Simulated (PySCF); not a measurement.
# C2H8N2, SMILES `N(CN)C` (charge 0, multiplicity 1)

Method: PBE0-D3(BJ)/def2-TZVP (PySCF 2.14.0).

The HOMO comes out as -6.44 eV and the dipole moment is 1.46 D. The HOMO–LUMO gap is 7.61 eV and the LUMO is 1.17 eV. The total energy is -5180.16 eV and the cost is around 40 core-seconds (rough).

```xyz
12

C     -1.4708     0.2748     0.3573
N     -0.3710    -0.6561     0.4985
C      0.7083    -0.4269    -0.4290
N      1.4221     0.7701    -0.0390
H     -1.1037     1.2861     0.5340
H     -2.2389     0.0551     1.1011
H     -1.9370     0.2564    -0.6419
H     -0.6957    -1.6093     0.4148
H      1.3260    -1.3379    -0.4351
H      0.3559    -0.2649    -1.4638
H      2.1042     1.0336    -0.7373
H      1.9004     0.6191     0.8403
```
